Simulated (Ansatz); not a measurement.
Start from `C[O][SnH3]` and change one atom or group to get `OC[O][SnH3]`.

Ansatz, PBE0-D4/def2-TZVP geometries, multiplicity 1. Each molecule was computed in one conformer, which needn't be the lowest.

Elements past krypton have def2 core potentials.

```json
{"property": "HOMO–LUMO gap (PBE/def2-TZVPP) / eV", "`C[O][SnH3]`": "4.76"}
{"property": "LUMO energy (ωB97M-V/def2-TZVPP) / eV", "`C[O][SnH3]`": "1.07"}
{"property": "HOMO–LUMO gap (B3LYP/def2-TZVPP) / eV", "`C[O][SnH3]`": "6.62"}
{"property": "size of the dipole moment (ωB97M-V/def2-TZVPP) / D", "`C[O][SnH3]`": "1.45"}
{"property": "LUMO energy (B3LYP/def2-TZVPP) / eV", "`C[O][SnH3]`": "-0.65"}
{"property": "HOMO energy (ωB97M-V/def2-TZVPP) / eV", "`C[O][SnH3]`": "-9.88"}
```

Question: What does the change do to each property? (An estimate is asked.)

Answer: Computed: 
```
                                          property  `OC[O][SnH3]`  shift
               HOMO–LUMO gap (PBE/def2-TZVPP) / eV           4.71  -0.05
             LUMO energy (ωB97M-V/def2-TZVPP) / eV           0.95  -0.12
             HOMO–LUMO gap (B3LYP/def2-TZVPP) / eV           6.56  -0.06
size of the dipole moment (ωB97M-V/def2-TZVPP) / D           2.65   1.20
               LUMO energy (B3LYP/def2-TZVPP) / eV          -0.75  -0.10
             HOMO energy (ωB97M-V/def2-TZVPP) / eV          -9.92  -0.04
```

Dipoles are sizes alone; their direction can turn.

B3LYP here is the variant with VWN-RPA as its local correlation; programs differ in this.
